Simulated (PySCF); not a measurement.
Point groups of optimised structures. The calculation used PySCF, PBE0-D3(BJ)/def2-SVP geometry optimisation, gas phase. The symmetry is that of the one conformer found, every atom within 0.08 Å of its image; none is proved a minimum here. Atoms past krypton carry def2 core potentials. The geometries of the anions come from a basis without diffuse functions.

Task: Point group, rotor type and polarity of `[CH3+]`?

Result: D3h; oblate symmetric top; symmetry number 6; 12 operations, which sort the 4 atoms into 2 sets; dipole about the centre of mass forbidden by symmetry (computed 0.00 D).

Task: What symmetry has `[CH3-]`?

Result: C3v; oblate symmetric top; symmetry number 3; 6 operations, which sort the 4 atoms into 2 sets; dipole about the centre of mass 1.47 D, along the axis.

Task: What symmetry has [VI4]-, `[I][V-]([I])([I])[I]` [triplet]?

Result: Td; spherical top; symmetry number 12; 24 operations, which sort the 5 atoms into 2 sets; dipole about the centre of mass forbidden by symmetry (computed 0.02 D); A, B, C = 221.5, 221.5, 221.1 MHz.

For an open-shell metal species like this, the optimisation's SCF solution wasn't tested for stability and no frequencies at its level were run, so a lower state or another shape may exist.
